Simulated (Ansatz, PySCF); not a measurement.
System: Si$_{2}$O$_{2}$ (charge 0, singlet). SMILES: o1[si]2o[si]1=2
Geometry: optimised at B3LYP-D3(BJ)/def2-TZVP (Ansatz, a program for electronic structure).

Quantity: atomisation energy (electronic, to ground-state atoms), in kcal/mol. Cores are frozen in the correlated levels unless marked. UHF or UKS for open shells. Spin-orbit coupling is left out. No relativistic terms. The coupled-cluster limit lacks core correlation, which all-electron functionals hold. CBS(X,Y): correlation extrapolated as X^-3; Hartree-Fock from the larger set.

The Hartree-Fock reference is unstable (checked in the largest basis), which strains HF and MP2. 

| level | program | atomisation energy (kcal/mol) |
|---|---|---|
| r2SCAN-D3(BJ)/def2-TZVPD | Ansatz + dftd3 | 432.2 |
| BHLYP/def2-TZVPD | Ansatz | [?] |
| TPSSh-D4/def2-TZVPD | PySCF + dftd4 | [?] |
| PBE-QIDH/def2-TZVPD | Ansatz | [?] |
| SCS-MP2/cc-pwCVTZ | Ansatz | 434.9 |
| CCSD/aug-cc-pV(D+d)Z | Ansatz | 381.3 |
| CCSD/aug-cc-pV(T+d)Z | Ansatz | 410.7 |
| CCSD(T)/CBS(cc-pV(T+d)Z,cc-pV(Q+d)Z) | Ansatz | [?] |

Task: Some entries are withheld; supply them.

Result: 
- BHLYP/def2-TZVPD, atomisation energy (kcal/mol): 402.4
- TPSSh-D4/def2-TZVPD, atomisation energy (kcal/mol): 423.8
- PBE-QIDH/def2-TZVPD, atomisation energy (kcal/mol): 426.3
- CCSD(T)/CBS(cc-pV(T+d)Z,cc-pV(Q+d)Z), atomisation energy (kcal/mol): 439.1
